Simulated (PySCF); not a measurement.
# Computed data sheet: `C#C/C=C(\F)C#CCF`

Species: C7H4F2.
SMILES with atom numbers: `[CH:1]#[C:2]/[CH:3]=[C:4](\[F:5])[C:6]#[C:7][CH2:8][F:9]` (hydrogens: H10 on C1; H11 on C3; H12, H13 on C8)

Structural features include: alkyne, C=C double bond and C–F bond.

GFN2-xTB geometry:

```
Point group of the GFN2-xTB geometry                  : Cs
Rotational constants A, B, C of the GFN2-xTB geometry : 5.164, 0.579, 0.522 GHz
```

From PBE0/pcSseg-1 ground state and GIAO shieldings, non-relativistic (PySCF):

```
Dipole moment                                               : 0.91 D
HOMO energy                                                 : -6.93 eV
LUMO energy                                                 : -1.82 eV
HOMO–LUMO gap                                               : 5.11 eV
Lowest Hirshfeld atomic charge                              : -0.12 e on F9
Highest Hirshfeld atomic charge                             : +0.11 e on C4
13C chemical shifts (computed TMS as zero) by class         : 161.6 (C4), 104.6 (C3), 102.0 (C1), 100.6 (C7), 90.3 (C6), 79.5 (C2), 73.7 (C8) ppm
1H chemical shifts (computed TMS as zero) by class          : 5.58 (H12/H13), 5.49 (H11), 3.40 (H10) ppm
Isotropic shieldings of nuclei other than C and H, by class : 266 (F5), 422 (F9) ppm
Mayer bond orders between heavy atoms                       : C1–C2 2.34, C2–C3 1.18, C3–C4 1.64, C4–F5 0.99, C4–C6 1.11, C6–C7 2.27, C7–C8 1.18, C8–F9 0.91
```

Monoisotopic mass from the formula: 126.0281 u.

A dipole of 0.91 D is allowed in Cs, and pure rotational transitions are dipole-allowed. The rotational constants make it an asymmetric top with κ = (2B − A − C)/(A − C) = -0.98, nearer the prolate limit (−1). The dipole equals about 3.0 × 10⁻³⁰ C·m (1 D = 3.33564 × 10⁻³⁰ C·m). With B = h/(8π²I), that is 505.379 GHz u Å² over I, the principal moments of inertia are 97.9, 872.8 and 967.4 u Å² (most abundant isotopes).

Geometry: GFN2-xTB; no solvent, vibrations or thermal averaging.

For the NMR shielding job (PBE0/pcSseg-1), on one thread, Arm Neoverse N1, no GPU (shared host), this took 35 s of wall time.
